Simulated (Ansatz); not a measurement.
`CC1=C(I)C1` + H₂ → `CC1=CC1` + HI at 400 K and 1 bar (hydrogenolysis of a C–I bond).

Computed with Ansatz on PBE0-D4/def2-TZVP structures; ΔE is electronic, products minus reactants. CCSD(T)/CBS is the MP2 limit (def2-TZVPP, def2-QZVPP) plus CCSD(T) − MP2 in def2-TZVPP, frozen cores. This one scheme is used for every species. Elements past krypton have def2 core potentials. For I outer-core shells are correlated without core-valence functions, which leaves a few kJ/mol of doubt a bond.

```
     species  CCSD(T)/CBS energy (Eh)  H − E (kJ/mol)  S (J/(mol·K))
`CC1=C(I)C1`               -452.56921           226.3          368.0
          H₂                 -1.17544            38.0          139.0
   `CC1=CC1`               -155.72823           245.8          309.0
          HI               -298.03592            25.7          215.0
```

H − E and S are ideal-gas, rigid-rotor, harmonic terms from PBE0-D4/def2-TZVP. The MP2-based limit puts H₂ 0.8 mEh under its directly extrapolated value; such offsets cancel only in part. 1 Eh = 2625.50 kJ/mol, R = 8.31446 J/(mol·K).

Question: By hand: ΔE, ΔH, ΔS and ΔG.

Answer: ΔE = (-155.72823) + (-298.03592) − (-452.56921) − (-1.17544) = -0.01950 Eh = -51.2 kJ/mol. Δ(H − E) = 245.8 + 25.7 − 226.3 − 38.0 = 7.2, so ΔH = -44.0 kJ/mol. ΔS = 309.0 + 215.0 − 368.0 − 139.0 = 17.0 J/(mol·K). ΔG = -44.0 − 400 × (17.0)/1000 = -50.8 kJ/mol.

Question: By hand: the equilibrium constant, and the temperature at which ΔG would vanish if ΔH and ΔS stayed fixed.

Answer: log₁₀ K = −ΔG/(RT ln 10) = 6.6. ΔH and −TΔS have one sign here, so there is no such temperature.

ΔH outweighs TΔS. A doubt of 5 kJ/mol in ΔE shifts log₁₀ K by 0.7 here. These are equilibria of isolated gas molecules and say nothing of rates. Largest T1 diagnostic: 0.010 (customary marks: 0.02 for closed shells, 0.045 for open ones).
